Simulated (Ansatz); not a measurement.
Geometry optimisation, RKS PBE0/def2-SVP in Ansatz 0.2.0.

The input (input.yaml):

```yaml
crystal:
  periodic: [false, false, false]
  atoms:
    - { symbol: Al, position_ang: [0.0, 0.0, 0.0] }
    - { symbol: Cl, position_ang: [0.0, 0.0, 2.58] }
    - { symbol: Cl, position_ang: [1.9312, 0.0, -1.115] }
    - { symbol: F, position_ang: [-1.4635, 0.0, -0.845] }
    - { symbol: O, position_ang: [0.4375, -1.9248, 0.6559] }
    - { symbol: H, position_ang: [-0.1954, -2.5811, 0.2213] }
    - { symbol: H, position_ang: [0.3128, -1.3761, 1.8287] }
basis:
  gaussian: { orbitals: def2-SVP }
hamiltonian:
  xc: pbe0
relax:
  f_tol: 0.15
  max_steps: 25
  restrain:
    - { distance: [0, 4], at: 2.98, k: 30.0 }
    - { distance: [6, 1], at: 2.57, k: 30.0 }
    - { distance: [0, 1], at: 2.23, k: 30.0 }
    - { distance: [6, 4], at: 1.01, k: 30.0 }
output:
  orbitals: {}
```

Run as:

```bash
$ ansatz run input.yaml --threads 2 --pin off --max-ram 3072MiB --backend cpu --events-out ev --progress --plain --runs-dir out
```

Problem. Where does it end, and by what steps?

Solution. It converged. The restraints hold the end off the free minimum; the threshold counts their pulls, which the force column leaves out. Restrained pairs: Al1–O5 (2.08 → 2.96 Å), Cl2–H7 (1.60 → 2.57 Å), Al1–Cl2 (2.58 → 2.19 Å), O5–H7 (1.30 → 0.98 Å). After 10 steps the energy has fallen by 1.343 eV (the restraints' own energy left out); Cl3 moved furthest, 0.86 Å.

```
step  energy less start (eV)  largest force component (eV/Å)  accepted
   0                  0.0000                           3.157       yes
   1                 -0.0309                           2.921       yes
   2                 -0.2779                           2.624       yes
   3                 -0.6235                           2.102       yes
   4                 -1.1212                           1.211       yes
   5                 -1.2007                           1.272       yes
   6                 -1.2423                           1.742       yes
   7                 -1.3278                           1.301       yes
   8                 -1.3281                           1.226       yes
   9                 -1.3354                           1.312       yes
  10                 -1.3433                           1.446       yes
```

```xyz
7
Properties=species:S:1:pos:R:3
Al 0.132 0.308 -0.050
Cl 0.062 0.428 2.135
Cl 1.836 0.858 -1.094
F -1.306 0.047 -0.822
O 0.407 -2.511 0.795
H -0.459 -2.924 0.681
H 0.351 -2.088 1.682
```

The run took 29 s on 2 threads of Arm Neoverse V1, with other jobs on the host, peak memory 0.2 GiB.
